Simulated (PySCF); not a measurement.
C2H10BNOSi, singlet, geometry from GFN2-xTB. Base run: PySCF with M062X/6-31G.

Input for PySCF:
```python
from pyscf import gto, scf, dft, solvent

mol = gto.Mole()
mol.atom = '''
    B    -0.35094905   -0.32080371    0.93245735
    H    -0.76579057   -0.78997232    1.93074568
    N     0.06349951    1.01458057    0.93634062
    C     0.01173924    1.86017777    2.10541887
    C     0.58972361    1.70769532   -0.21679255
    H     1.01302718    2.22072690    2.36416068
    H    -0.62685035    2.73096201    1.92250172
    H    -0.38868166    1.30126994    2.94649052
    H    -0.03446404    2.57397578   -0.46109616
    H     1.60666139    2.06335239   -0.01910111
    H     0.61094838    1.03670836   -1.07077080
    O    -0.29598263   -1.09114285   -0.16158198
    Si   -0.08935100   -1.69336287   -1.62453062
    H     1.33257347   -1.60627960   -1.97847563
    H    -0.89004361   -0.91472961   -2.57708054
    H    -0.53713351   -3.08507493   -1.56971884
'''
mol.basis = '6-31g'
mol.verbose = 4
mol.build()

mf = dft.RKS(mol)
mf.xc = 'm062x'
mf.kernel()
```

Each row names what was changed in the base input (with any setting that the change needs).

```
change                                                            ΔE vs base (kJ/mol)  dipole (D)  HOMO-LUMO gap (eV)
----------------------------------------------------------------  -------------------  ----------  ------------------
base                                                                             0.00        1.78                9.36
model = IEF-PCM; solvent = chloroform                                      (withheld)  (withheld)                9.39
model = IEF-PCM; solvent = dichloromethane                                      -7.21        2.24                9.39
model = IEF-PCM; solvent = dimethylsulfoxide; lebedev_order = 41                -8.60        2.33                9.40
model = IEF-PCM; solvent = dimethylsulfoxide; lebedev_order = 11                -8.20        2.31                9.40
model = C-PCM; solvent = dimethylsulfoxide                                      -8.63        2.34                9.40
model = IEF-PCM; solvent = dimethylsulfoxide; vdw_scale = 1.4              (withheld)  (withheld)                9.36
model = IEF-PCM; solvent = dimethylsulfoxide; vdw_scale = 1.1                  -12.43        2.44                9.44
model = COSMO; solvent = dimethylsulfoxide                                      -8.53        2.33                9.40
model = IEF-PCM; solvent = 2-propanol                                           -8.06        2.30                9.40
model = IEF-PCM; solvent = n-hexane                                        (withheld)  (withheld)          (withheld)
model = IEF-PCM; solvent = dimethylsulfoxide                                    -8.52        2.33                9.40
```

Fill in the missing entries.


- model = IEF-PCM; solvent = chloroform, ΔE vs base (kJ/mol): -5.96
- model = IEF-PCM; solvent = chloroform, dipole (D): 2.16
- model = IEF-PCM; solvent = dimethylsulfoxide; vdw_scale = 1.4, ΔE vs base (kJ/mol): -4.57
- model = IEF-PCM; solvent = dimethylsulfoxide; vdw_scale = 1.4, dipole (D): 2.17
- model = IEF-PCM; solvent = n-hexane, ΔE vs base (kJ/mol): -2.92
- model = IEF-PCM; solvent = n-hexane, dipole (D): 1.96
- model = IEF-PCM; solvent = n-hexane, HOMO-LUMO gap (eV): 9.37

The base is the gas phase, so ΔE is the electrostatic part of solvation at a fixed geometry, without cavity and dispersion terms.
